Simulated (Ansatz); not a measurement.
System: KCl, charge 0, multiplicity 1. 
Geometry from a B3LYP-D3(BJ)/def2-TZVP (Ansatz, a program for electronic structure) optimisation:
```
K
Cl 1 2.7015
```
Charge 0, spin multiplicity 1.

Basis-set convergence of Hartree-Fock and CCSD(T) correlation energies (hartree) with Ansatz. Valence correlation only, unless marked. No spin-orbit coupling. Frozen are the shells of the preceding noble gas and the d and f shells that filled before the atom's block. The outer core of K, Ca and their heavier congeners is not correlated, a term that matters for these elements. No relativistic terms.

```json
[
 {"basis": "def2-SVPD", "functions": "54", "E(HF)": "-1058.52720", "E(corr, CCSD(T))": "-0.17068"},
 {"basis": "def2-TZVPPD", "functions": "87", "E(HF)": "-1058.74858", "E(corr, CCSD(T))": "-0.22743"},
 {"basis": "def2-QZVPPD", "functions": "149", "E(HF)": "-1058.77313", "E(corr, CCSD(T))": "-0.24904"}
]
```

Extrapolating the two largest sets (X = 3 and 4) as X^-3: E(corr) = (64·(-0.24904) - 27·(-0.22743))/37 = -0.2648 Eh, an estimate of the basis-set limit. The largest set recovers 94.0 % of it, the smallest 64.5 %.
